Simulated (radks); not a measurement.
The numbers below are computed, except where a source is named.
Nb3+, configuration [Kr] 4d2 (the NIST ground configuration). Level of theory: scalar-relativistic Kohn-Sham, LDA (Slater exchange, Perdew-Wang correlation), spin-polarised, spherical densities, point nucleus; open shells are filled with parallel spins first (spin-orbit coupling, left out, can overturn this in heavy ions) (a radial shooting solver on a logarithmic mesh with Libxc functionals).

Unscreened Slater integrals over Kohn-Sham orbitals (hartree). They are taken over the spin-up orbitals.

integral,value
"F0(4d,4d)",0.52871
"F2(4d,4d)",0.26837
"F4(4d,4d)",0.17605
"F0(4d,4p)",0.59801
"F2(4d,4p)",0.29250
"G1(4d,4p)",0.36240
"G3(4d,4p)",0.22115
"F0(4d,4s)",0.61816
"G2(4d,4s)",0.25754
"F0(4d,3d)",0.71276
"F2(4d,3d)",0.12505
"F4(4d,3d)",0.053377
"G0(4d,3d)",0.040804
"G2(4d,3d)",0.045330
"G4(4d,3d)",0.033953
"F0(4p,4p)",0.70674
"F2(4p,4p)",0.37191
"F0(4p,4s)",0.74194
"G1(4p,4s)",0.50253
"F0(4p,3d)",0.91606
"F2(4p,3d)",0.21033
"G1(4p,3d)",0.068102
"G3(4p,3d)",0.065457
"F0(4s,4s)",0.78384
"F0(4s,3d)",0.99913
"G2(4s,3d)",0.082992
"F0(3d,3d)",2.1047
"F2(3d,3d)",1.0325
"F4(3d,3d)",0.65501

Derived for the open shells (J is the average intra-shell exchange parameter used in DFT+U). 4d: Racah B = F2/49 - 5 F4/441 = 0.003481 hartree, C = 35 F4/441 = 0.01397 hartree, C/B = 4.01, F4/F2 = 0.656, J = (F2 + F4)/14 = 0.03174 hartree.
